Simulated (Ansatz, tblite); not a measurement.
Isomers of Ga4F4 (singlet), found by a short tight-binding search and relaxed with r2SCAN-D4/def2-SVP in Ansatz.

The xTB rows come from tblite. LC-ωPBE has ω = 0.4 bohr⁻¹. B3LYP takes the VWN-RPA correlation. Correlated methods freeze 40 core orbitals; core or outer-core shells of Ga are correlated, in sets that lack core-valence functions.

Other spin states weren't relaxed.

A:

```xyz
8

Ga    0.2789    1.9830    0.5539
Ga    1.4035   -1.1913    0.9632
Ga    0.2297   -0.1837   -2.0567
Ga   -1.9120   -0.6079    0.5397
F    -0.1772    0.1409    1.5793
F     1.4683    0.4666   -0.4145
F    -0.2138   -1.5227   -0.4253
F    -1.0773    0.9153   -0.7396
```

B:

| atom | x (Å) | y (Å) | z (Å) |
| --- | --- | --- | --- |
| Ga1 | 0.458 | 0.703 | 1.791 |
| Ga2 | 1.396 | 0.758 | -1.158 |
| Ga3 | -0.148 | -2.549 | -0.091 |
| Ga4 | -2.372 | 0.565 | -0.762 |
| F5 | 1.869 | 1.472 | 0.631 |
| F6 | -1.587 | -1.252 | -0.551 |
| F7 | 0.941 | -0.900 | 0.301 |
| F8 | -0.558 | 1.203 | -0.161 |

C:

```xyz
8

Ga    2.6232    0.6102   -0.6317
Ga   -0.3365   -0.2990   -1.6932
Ga    0.3338    0.2872    1.6892
Ga   -2.6256   -0.5971    0.6309
F     1.6433    1.5325    0.8080
F    -1.6423   -1.5365   -0.7956
F     1.0833   -0.7316   -0.1039
F    -1.0792    0.7342    0.0964
```

Task: Estimate which lies lowest at each level, and how far above it the others are (kJ/mol).

Result: 
```csv
level,A,B,C
GFN1-xTB,0.0,22.4,25.3
GFN2-xTB,20.3,0.0,31.6
HF/STO-3G,0.0,9.4,17.0
HF/def2-TZVP,20.4,0.0,42.0
PBE-D4/def2-SVP,0.0,31.8,49.5
PBE-D4/def2-TZVP,0.0,14.3,34.9
r2SCAN-D4/def2-TZVP,0.0,17.7,36.0
B3LYP-D4/def2-TZVP,0.0,5.0,37.9
PBE0-D4/def2-SVP,0.0,28.1,49.9
PBE0-D4/def2-TZVP,0.0,10.0,33.7
LC-ωPBE/def2-TZVP,0.0,13.2,33.9
B2PLYP/def2-TZVP,0.0,8.3,33.4
RPA@PBE/def2-TZVP,0.0,17.7,39.2
MP2/def2-TZVP,0.0,14.4,35.4
```
Point groups (tolerance 0.1 Å): A Td, B C2v, C Ci. Lower isomers may exist. From def2-SVP to def2-TZVP the PBE0 values move by up to 18.1 kJ/mol, so results in the small set are rough.
